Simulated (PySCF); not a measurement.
# Working out the ionisation energy of V⁺

V⁺ [Ar] 3d4 (5D) → V²⁺ [Ar] 3d3 (4F). All numbers are calculated (PySCF 2.14, scalar relativity by spin-free X2C-1e, in Sapporo-DKH3-DZP-2012 (6s5p3d1f, 43 functions)). Frozen: [Ar]. Energies in hartree (1 hartree = 27.21139 eV):

```csv
part,V⁺ (lower),V²⁺ (upper)
UHF,-947.894359,-947.409020
MP2 opposite-spin,0.000000,0.000000
MP2 same-spin,-0.037112,-0.012554
```

**Question.** What does Hartree-Fock give?

**Answer.** (-947.409020) − (-947.894359) = 0.485339 hartree = 13.207 eV.

**Question.** What do MP2 and SCS-MP2 (6/5 opposite-spin, 1/3 same-spin) give?

**Answer.** The opposite-spin parts differ by 0.000 eV and the same-spin parts by 0.668 eV. MP2: 13.207 + (0.000) + (0.668) = 13.875 eV. SCS-MP2: 13.207 + 1.2 × (0.000) + (0.668)/3 = 13.430 eV.

Reference: 14.634 ± 0.007 eV (measured; NIST Atomic Spectra Database, ionization energies), between the lowest levels; spin-orbit coupling is absent from the calculation.

A double-zeta basis recovers only part of the correlation energy.

What remains against the reference includes basis incompleteness, the frozen core and correlation beyond second order.
